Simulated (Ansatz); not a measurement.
Consider the atomization: `CO[SiH](F)[GeH3]` → C• + F• + Ge• + 7 H• + O• + Si•.

Computed with Ansatz on PBE0-D4/def2-TZVP structures; ΔE is electronic, products minus reactants. CCSD(T)/CBS is the MP2 limit (def2-TZVPP, def2-QZVPP) plus CCSD(T) − MP2 in def2-TZVPP, frozen cores. This one scheme is used for every species, atoms too. For atomizations the MP2-based limit and the directly extrapolated one differ by several kJ/mol either way, and by 10 to 25 for some Ge, Se and Sn compounds, so smaller differences from it don't rank the levels. Functionals use def2-TZVPP. B3LYP here is the variant with VWN-RPA as its local correlation; programs differ in this. HSE06 is defined as in plane-wave codes. No spin–orbit coupling; open shells (•) take unrestricted orbitals. Spin–orbit coupling would lower the free atoms: a little for C, F, O, Si; clearly for Ge. Bonds to Ge are less sure, by a few kJ/mol each and by 10 to 20 or more in all where they break to atoms, as the def2 sets lack core-valence functions. Scalar relativity is left out up to krypton. Each species was taken in one conformer, which may not be the lowest.

```json
{"level": "LDA (SPW92)", "ΔE (kJ/mol)": "4706.3", "difference from CCSD(T)/CBS": "538.7"}
{"level": "r2SCAN-D4", "ΔE (kJ/mol)": "4153.2", "difference from CCSD(T)/CBS": "-14.4"}
{"level": "B3LYP-D4", "ΔE (kJ/mol)": "4131.2", "difference from CCSD(T)/CBS": "-36.4"}
{"level": "r2SCAN0-D4", "ΔE (kJ/mol)": "4090.9", "difference from CCSD(T)/CBS": "-76.7"}
{"level": "HSE06-D4", "ΔE (kJ/mol)": "4107.1", "difference from CCSD(T)/CBS": "-60.5"}
{"level": "BLYP", "ΔE (kJ/mol)": "4062.6", "difference from CCSD(T)/CBS": "-105.0"}
{"level": "B3LYP", "ΔE (kJ/mol)": "4092.9", "difference from CCSD(T)/CBS": "-74.7"}
{"level": "HSE06", "ΔE (kJ/mol)": "4088.2", "difference from CCSD(T)/CBS": "-79.4"}
{"level": "CAM-B3LYP", "ΔE (kJ/mol)": "4145.2", "difference from CCSD(T)/CBS": "-22.4"}
{"level": "HF/def2-SVP", "ΔE (kJ/mol)": "3029.8", "difference from CCSD(T)/CBS": "-1137.8"}
{"level": "MP2/def2-SVP", "ΔE (kJ/mol)": "3909.5", "difference from CCSD(T)/CBS": "-258.1"}
{"level": "CCSD/def2-SVP", "ΔE (kJ/mol)": "3844.4", "difference from CCSD(T)/CBS": "-323.2"}
{"level": "CCSD(T)/def2-TZVPP", "ΔE (kJ/mol)": "4065.5", "difference from CCSD(T)/CBS": "-102.1"}
{"level": "HF/def2-QZVPP", "ΔE (kJ/mol)": "3067.0", "difference from CCSD(T)/CBS": "-1100.6"}
{"level": "MP2/def2-QZVPP", "ΔE (kJ/mol)": "4167.5", "difference from CCSD(T)/CBS": "-0.1"}
{"level": "CCSD/CBS(def2)", "ΔE (kJ/mol)": "4117.1", "difference from CCSD(T)/CBS": "-50.5"}
{"level": "CCSD(T)/CBS", "ΔE (kJ/mol)": "4167.6", "difference from CCSD(T)/CBS": "0"}
```

Largest T1 diagnostic among the species: 0.012.

From PBE to PBE0 (25 % exact exchange), in def2-TZVPP and without D4, ΔE moves by −54.5 kJ/mol: exact exchange takes away binding that semilocal exchange gives to molecules. The D4 term adds +38.2 kJ/mol with B3LYP and +20.2 kJ/mol with PBE0; it sums over pairs of atoms, weighted by their polarisabilities, and B3LYP, whose exchange is more repulsive, gets the larger term. Leaving LDA and LC-ωPBE aside and taking each functional with its dispersion term where it has one, the values, not all of them listed here, spread over 134.4 kJ/mol, from BHLYP-D4 to ωB97X-V. LDA lies +566.3 kJ/mol from PBE without D4, its usual overbinding.
